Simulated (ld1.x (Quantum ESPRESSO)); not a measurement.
# What one change does to a pseudopotential (manganese (Mn), PAW)

```json
{"Element": "manganese (Mn)", "Generator": "ld1.x (Quantum ESPRESSO) 7.5", "Type": "PAW", "Functional": "LDA (PZ)", "Relativity": "scalar-relativistic", "Frozen core": "[Ne]", "Valence charge": "15", "Reference configuration": "3s2 3p6 3d5 4s1.75 4p0.25", "Partial waves": "3s (bound): rcut 1.15, rcutus 1.40 bohr; 4s (bound): rcut 1.15, rcutus 1.40 bohr; 3p (bound): rcut 1.25, rcutus 1.40 bohr; 4p (bound): rcut 1.25, rcutus 1.40 bohr; 3d (bound): rcut 1.90, rcutus 2.30 bohr; 3d channel at 1.05 Ry: rcut 1.90, rcutus 2.30 bohr", "Local potential": "all-electron potential smoothed inside 2.25 bohr (lloc = -1)", "Core correction": "Bessel-smoothed model core inside 1.45 bohr", "Augmentation charge": "BESSEL, radius 1.25 bohr"}
```

All-electron outer shells of the reference configuration (LDA (PZ), scalar-relativistic, ld1.x):

| shell | level (eV) | outermost node (bohr) | outermost maximum (bohr) |
| --- | --- | --- | --- |
| 2s | -742.62 | 0.08 | 0.23 |
| 2p | -630.19 | – | 0.19 |
| 3s | -85.83 | 0.34 | 0.74 |
| 3p | -54.91 | 0.31 | 0.75 |
| 3d | -7.42 | – | 0.75 |
| 4s | -5.56 | 1.05 | 2.47 |
| 4p | -1.70 | 1.16 | 3.34 |

Change: local potential all-electron potential smoothed inside 2.12 bohr (lloc = -1).

Cutoffs: the cutoffs (Ry, on a coarse ladder) from which the occupation-weighted sum of valence levels, in a spherical-Bessel basis at the reference potential, stays within 10 and 1 mRy of its value at 400 Ry; they do not see the model core or the augmentation charge, which bear on the density cutoff. Errors are all-electron minus pseudo energies relative to the spin-unpolarised reference configuration.

Task: How do hardness, ghosts and transferability respond?

Result: The potential gets neither clearly harder nor softer (45 Ry and 80 Ry → 45 Ry and 80 Ry); of the 9 tests that both files solve, the error grows in 2 and shrinks in 0 by more than 15 % and 0.3 meV (median size 2.5 → 4.3 meV); neither file shows a bound ghost.

```csv
quantity,base,changed
"cutoff, loose",45 Ry,45 Ry
"cutoff, tight",80 Ry,80 Ry
loose cutoff by channel (10 mRy a level),"s 35 Ry, p 45 Ry, d 18 Ry","s 35 Ry, p 40 Ry, d 18 Ry"
bound ghosts,none,none
"error for 3s2 3p6 3d5 4s2 4p0, meV [ΔE -0.96 eV]",0.0,0.0
"error for 3s2 3p6 3d5 4s1 4p0, meV [ΔE 7.69 eV]",-1.7,-1.7
"error for 3s2 3p6 3d5 4s0 4p0, meV [ΔE 23.57 eV]",-8.8,-9.1
"error for 3s2 3p6 3d4 4s0 4p0, meV [ΔE 56.38 eV]",-12,-13
"error for 3s2 3p5 3d5 4s2 4p0, meV [ΔE 60.94 eV]",-79,-80
"error for 3s1 3p6 3d5 4s2 4p0, meV [ΔE 92.09 eV]",-83,-86
"error for 3s2 3p6 3d5.5 4s1.5 4p0, meV [ΔE -1.46 eV]",-2.2,-2.2
"error for 3s2 3p6 3d5 4s1.75 4p0.25 (spin-polarised), meV [ΔE -5.29 eV]",+1.6,+3.2
"error for 3s2 3p6 3d5 4s2 4p0 (spin-polarised), meV [ΔE -6.01 eV]",+2.5,+4.3
s: phases at 2.49 bohr within 0.05 rad from the reference energy up to (Ry; the scan ends near 5),n/a,n/a
p: phases at 2.49 bohr within 0.05 rad from the reference energy up to (Ry; the scan ends near 5),to the end of the scan,to the end of the scan
d: phases at 2.49 bohr within 0.05 rad from the reference energy up to (Ry; the scan ends near 5),1.9,1.8
lowest overlap eigenvalue by channel,"s 0.16, p 0.19, d 0.90","s 0.15, p 0.18, d 0.91"
```
